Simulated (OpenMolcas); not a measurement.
V2+ (d3) on a cation site of an ionic host was computed by CASSCF with the d shell active (OpenMolcas, ANO-RCC-VDZP on the metal). Its lowest spin-free states, and all those of the highest spin:

```
2S+1  Degeneracy  E (cm-1)
   4           3       0.0
   4           3      5062
   2           2     10973
   4           1     11203
   2           3     15405
   2           3     15690
   4           3     18544
   2           3     19888
   2           1     19902
   2           3     22209
   2           3     23419
   2           2     25278
```

Is the site octahedral, tetrahedral or cube-like, axial, or of lower symmetry?

The states with 2S+1 = 4 have orbital degeneracies 3, 3, 1, 3. Threefold states need a cubic site. For d3 at this spin an octahedron puts the single A2 below the threefold T2 and a tetrahedron or cube puts the threefold T1 below the threefold T2, so the site is a tetrahedron or a cube, which this pattern cannot tell apart. The run had V2+ with its 8 nearest fluoride ions at 2.277 Å, on the Ca site of CaF2 (a = 5.46294 Å, distance in the model lattice 2.366 Å). The rest of the host is ab initio model potentials to 7.6 Å and point charges beyond; the distance is set by hand and nothing relaxes. Ligand basis ANO-RCC-VDZP.

An orbital triplet at a regular site is open to Jahn-Teller coupling, which can distort the site and quench the lowest spin-orbit gaps and is left out. Without dynamic correlation the repulsion within the d shell is too large (B by tens of per cent), so at a given field states of lower spin stand too high. Ligand-to-metal charge-transfer states are missing. With no ligand orbital active B as a rule stays too high, so bands that hang on it stand too high and its fall with covalency is understated. With metal d orbitals alone and no dynamic correlation 10Dq can be off by a tenth to a fifth, either way, in oxide and fluoride hosts. No measured value stands beside these numbers; the geometry was set by hand and not optimised.
